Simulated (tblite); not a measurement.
Question: Write Cartesian coordinates for `CC(C)C1=PC=PC(C#N)=P1` as optimised with GFN2-xTB.

Answer: 
```
atom  x, y, z in Å
C1    -1.9951   -1.0954   -0.8597
C2    -1.2712    0.2377   -0.6801
C3    -2.1177    1.2072    0.1428
C4     0.0814    0.0214   -0.0246
P5     0.0187   -0.6681    1.5791
C6     1.6606   -0.8266    2.1006
P7     3.2182   -0.4780    1.4423
C8     2.8753    0.1956   -0.1372
C9     4.0337    0.5574   -0.8547
N10    4.9768    0.8525   -1.4405
P11    1.4035    0.5185   -1.0353
H12   -2.1753   -1.5596    0.1093
H13   -1.3984   -1.7754   -1.4649
H14   -2.9520   -0.9420   -1.3528
H15   -1.1088    0.6786   -1.6731
H16   -3.0649    1.3987   -0.3561
H17   -2.3232    0.7877    1.1268
H18   -1.5965    2.1544    0.2713
H19    1.7251   -1.2553    3.0995
```

Any rigid rotation of these coordinates is as good. Atoms count from 1 in this order. The 6-membered ring C4–P5–C6–P7–C8–P11 has internal angles of 104.2° to 136.3°; it is planar, 0.00 Å rms from its mean plane, widest ring torsion 0°. Of the pairs four or more bonds apart, P5···H12 is among the closest relative to their van der Waals radii: 2.79 Å, 93 % of the sum of Bondi's values. The C–P distances run from 1.727 Å (C6–P7, aromatic) to 1.754 Å (C8–P11, aromatic), a spread of 0.027 Å. The 4 C–C bonds span 1.410 Å (C8–C9, drawn single) to 1.528 Å (C2–C3, drawn single), a spread of 0.118 Å.

Bonds between heavy atoms (Å): C1–C2 1.528, C2–C3 1.528, C2–C4 1.519, C4–P5 1.747, P5–C6 1.730, C6–P7 1.727, P7–C8 1.751, C8–C9 1.410, C9≡N10 1.149, C8–P11 1.754, C4–P11 1.737.

Structure optimised with GFN2-xTB, isolated species.

Point group: Cs (tolerance 0.08 Å). Its GFN2-xTB frequencies are all real (lowest 27 cm⁻¹). One conformer, not necessarily the lowest (C1–C2–C4–P5 -62°).

All values are computed, not measured.
